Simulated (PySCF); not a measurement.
CH7NSn, SMILES C[NH][SnH3], B3LYP/def2-SVP optimised geometry.

```
10

Sn     0.40    -1.72     0.00
N     -0.16     0.26     0.00
C     -1.56     0.65    -0.03
H      2.11    -1.72     0.00
H     -0.25    -2.39     1.45
H     -0.20    -2.61    -1.36
H      0.40     0.81    -0.65
H     -2.09     0.45    -0.98
H     -1.67     1.72     0.19
H     -2.11     0.11     0.76
```

Density from B3LYP/def2-TZVP, def2 effective core potentials past Kr (PySCF) at that geometry. The core electrons that the potentials of Sn replace are not part of the density.

Minimum of the electron density along straight lines between bonded atoms, close to the bond critical point (lines longer than 1.1 times the sum of covalent radii, or with two minima, are not listed):

```json
[
 {"bond": "Sn1–N2", "length / Å": "2.060", "ρ at the minimum / e bohr⁻³": "0.111", "∇²ρ there / e bohr⁻⁵": "0.29", "position (fraction from the first atom)": "0.51"},
 {"bond": "N2–C3", "length / Å": "1.454", "ρ at the minimum / e bohr⁻³": "0.268", "∇²ρ there / e bohr⁻⁵": "-0.68", "position (fraction from the first atom)": "0.59"},
 {"bond": "Sn1–H4", "length / Å": "1.718", "ρ at the minimum / e bohr⁻³": "0.112", "∇²ρ there / e bohr⁻⁵": "0.08", "position (fraction from the first atom)": "0.63"},
 {"bond": "Sn1–H5", "length / Å": "1.719", "ρ at the minimum / e bohr⁻³": "0.112", "∇²ρ there / e bohr⁻⁵": "0.08", "position (fraction from the first atom)": "0.63"},
 {"bond": "Sn1–H6", "length / Å": "1.733", "ρ at the minimum / e bohr⁻³": "0.108", "∇²ρ there / e bohr⁻⁵": "0.08", "position (fraction from the first atom)": "0.62"},
 {"bond": "N2–H7", "length / Å": "1.019", "ρ at the minimum / e bohr⁻³": "0.332", "∇²ρ there / e bohr⁻⁵": "-1.51", "position (fraction from the first atom)": "0.73"},
 {"bond": "C3–H8", "length / Å": "1.112", "ρ at the minimum / e bohr⁻³": "0.271", "∇²ρ there / e bohr⁻⁵": "-0.90", "position (fraction from the first atom)": "0.64"},
 {"bond": "C3–H9", "length / Å": "1.106", "ρ at the minimum / e bohr⁻³": "0.274", "∇²ρ there / e bohr⁻⁵": "-0.93", "position (fraction from the first atom)": "0.64"},
 {"bond": "C3–H10", "length / Å": "1.104", "ρ at the minimum / e bohr⁻³": "0.275", "∇²ρ there / e bohr⁻⁵": "-0.94", "position (fraction from the first atom)": "0.64"}
]
```
